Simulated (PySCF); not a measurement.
Spectrum to structure. Method used: TDDFT CAM-B3LYP/def2-SVPD, vertical, gas phase, core orbitals frozen in the response in PySCF 2.14.0, density-fitted response routines. Geometries: GFN2-xTB, one conformer each.

```json
{"state": "S1", "ν̃ (cm⁻¹)": "53170", "f": "0.0065", "main configurations (H = HOMO, L = LUMO)": "H→L (81%), H→L+1 (12%)"}
{"state": "S2", "ν̃ (cm⁻¹)": "58960", "f": "0.0055", "main configurations (H = HOMO, L = LUMO)": "H→L+2 (50%), H→L+4 (19%)"}
{"state": "S3", "ν̃ (cm⁻¹)": "62520", "f": "0.022", "main configurations (H = HOMO, L = LUMO)": "H→L+1 (31%), H→L+3 (30%), H→L (9%)"}
{"state": "S4", "ν̃ (cm⁻¹)": "63720", "f": "0.042", "main configurations (H = HOMO, L = LUMO)": "H→L+3 (36%), H→L+1 (15%), H→L+2 (14%)"}
{"state": "S5", "ν̃ (cm⁻¹)": "64770", "f": "0.066", "main configurations (H = HOMO, L = LUMO)": "H→L+5 (52%), H→L+6 (10%)"}
{"state": "S6", "ν̃ (cm⁻¹)": "66330", "f": "0.051", "main configurations (H = HOMO, L = LUMO)": "H-1→L (48%), H-1→L+1 (25%), H-1→L+2 (9%)"}
{"state": "S7", "ν̃ (cm⁻¹)": "67640", "f": "0.077", "main configurations (H = HOMO, L = LUMO)": "H-1→L+2 (24%), H→L+8 (18%), H→L+7 (14%)"}
{"state": "S8", "ν̃ (cm⁻¹)": "68220", "f": "0.018", "main configurations (H = HOMO, L = LUMO)": "H-1→L+1 (37%), H-1→L (23%), H→L+8 (9%)"}
```

Question: Which candidate is it? All have the formula CH10FNSi3.
A. `F[SiH2]N([SiH3])C[SiH3]`
B. `C[SiH2][Si@H](F)N[SiH3]`
C. `F[Si@@H](C[SiH3])N[SiH3]`

Answer: C. Its S1, at 6.59 eV, is the highest among the candidates; the nearest of the others has S1 at 5.81 eV. S1 is HOMO→LUMO (81%), HOMO→LUMO+1 (12%). Löwdin shares by element: HOMO nitrogen 54%, silicon 20% or more, hydrogen 7% or more (atoms not listed hold the other 19%); LUMO silicon 37% or more, hydrogen 14% or more, nitrogen 8% (atoms not listed hold the other 41%). At the same level the other candidates give, for their lowest levels:
- `F[SiH2]N([SiH3])C[SiH3]`: 5.81 eV (f 0.005); 5.97 eV (f 0.003); 6.81 eV (f 0.006); 6.89 eV (f 0.022); 7.31 eV (f 0.097); T1 5.50 eV; HOMO -8.22, LUMO 0.81 eV
- `C[SiH2][Si@H](F)N[SiH3]`: 5.75 eV (f 0.008); 6.18 eV (f 0.007); 7.04 eV (f 0.016); 7.29 eV (f 0.031); 7.57 eV (f 0.015); T1 5.26 eV; HOMO -8.76, LUMO 0.33 eV

The values belong to the conformer `[F:1][Si@@H:2]([CH2:3][SiH3:4])[NH:5][SiH3:6]`: F1–Si2–C3–Si4 -53°, F1–Si2–N5–Si6 49°.
Triplets come from the Tamm–Dancoff approximation.
